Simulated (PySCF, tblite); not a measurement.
Isomers of C5H4ClF2O (doublet state), one GFN2-xTB conformer each. Single-point energies are computed at B3LYP/pcH-1 (PySCF, gas phase, no added dispersion term), electronic only. GFN2-xTB treats the open shell by occupation alone, and not every SCF solution was tested for stability.

**Question.** Rank them by B3LYP/pcH-1 energy, lowest first (kcal/mol).
A. `[O:1]=[C:2]=[C:3]([CH:4][CH:5]([F:6])[F:7])[CH2:8][Cl:9]` (doublet state) with C2–C3–C4–C5 178°, C3–C4–C5–F6 -173°, C2–C3–C8–Cl9 -101°
B. `[F:1][C@@H:2]1[O:3][CH:4]=[C:5][CH2:6][C@:7]1([F:8])[Cl:9]` (doublet state) with F1–C2–O3–C4 -78°, C2–O3–C4–C5 -11°, C4–C5–C6–C7 -15°, C5–C6–C7–F8 -77°

**Answer.** A (0.0), B (24.5).

As drawn, the lower has two fluorines on one carbon, which the higher lacks. GFN2-xTB itself gives, in the same order: 0.0, 9.0. Both levels put the same isomer lowest.

**Question.** What happens when harmonic zero-point energies from GFN2-xTB frequencies are added?

**Answer.** 
```tsv
SMILES	ZPE (kcal/mol)	electronic (kcal/mol)	with ZPE (kcal/mol)
O=C=C([CH]C(F)F)CCl	48.9	0.0	0.0
F[C@@H]1OC=[C]C[C@]1(F)Cl	50.1	24.5	25.7
```

The zero-point energies span 1.2 kcal/mol. The order is unchanged.
